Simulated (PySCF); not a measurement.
**C₇H₄FN: full NMR table**

* Formula: C7H4FN
* SMILES: N#Cc1cccc(F)c1
* Point group of the computed structure: Cs
* Degrees of unsaturation: 6
* Carbon signals: 7
* Proton signals: 4

Structure with atom numbers: `[N:1]#[C:2][c:3]1[cH:4][cH:5][cH:6][c:7]([F:8])[cH:9]1`; H(Xn) means a hydrogen on atom n.

Computational details: geometry: PBE0-D3(BJ)/def2-TZVP, σ from GIAO-B97-2/pcSseg-2, in PySCF 2.14.0 with density-fitted response routines (no solvent model, no relativistic terms, one computed conformer).

Shifts are taken against calculated references (same method and geometry level): ¹H and ¹³C vs TMS; ¹⁹F vs CFCl3; NH3 for ¹⁵N.

| carbon | δC, type | δH (multiplicity) | HMBC from (2–3 bonds) | span of the C tensor (ppm) |
| --- | --- | --- | --- | --- |
| C2 | 124.4, C | – | H(C4), H(C9) | 353 |
| C3 | 122.1, C | – | H(C5), H(C4), H(C9) | 203 |
| C4 | 135.1, CH | 7.65 (m) | H(C5), H(C9), H(C6) | 229 |
| C5 | 137.5, CH | 7.66 (m) | H(C4), H(C6) | 234 |
| C6 | 125.8, CH | 7.46 (m) | H(C5), H(C4), H(C9) | 196 |
| C7 | 172.7, C | – | H(C5), H(C9), H(C6) | 159 |
| C9 | 126.8, CH | 7.57 (m) | H(C4), H(C6) | 190 |

Other nuclei:
| atoms | nucleus | environment | δ (ppm) | σ (ppm) |
| --- | --- | --- | --- | --- |
| F8 | ¹⁹F | aryl fluorine | -112.4 | 288.4 |
| N1 | ¹⁵N | nitrile nitrogen | 307.2 | -45.4 |

1. Carbon types of the structure: 3 × C, 4 × CH, which accounts for all hydrogens.
2. δC 172.7: aromatic carbon bearing fluorine; σ withdrawal by the attached heteroatom moves it downfield of the ring CH carbons.
3. δC 137.5, 135.1, 126.8, 125.8: aromatic CH.
4. δC 124.4: nitrile carbon; typical of a nitrile.
5. δC 122.1: substituted aromatic carbon.
6. δH 7.66, 7.65, 7.57, 7.46: hydrogen on an aromatic CH; the ring current deshields protons in the ring plane.

Splittings by ¹⁹F in the carbon and heteronuclear signals aren't shown, as no couplings were computed. Shifts are as computed. Against solution values, carbons near 30 ppm lie about +3 ppm off and those near 130 ppm about +7 ppm. Of 1211 compounds with measured shifts, 218 miss one by over three times the rms of a fit or turn the order of signals round; such compounds aren't used in these exercises. Unscaled 19F shifts against computed CFCl3 carry errors that often reach 10 to 50 ppm. Experimental scales use liquid or dissolved standards, which lie at an offset from isolated NH3 (liquid NH3: subtract about 20 ppm). Unscaled 15N shifts of sp2 nitrogen come out 20 to 40 ppm too high even then. Multiplicities follow the n + 1 count of equivalent neighbours, as no J values were calculated; m marks all less simple cases, F and P coupling included.
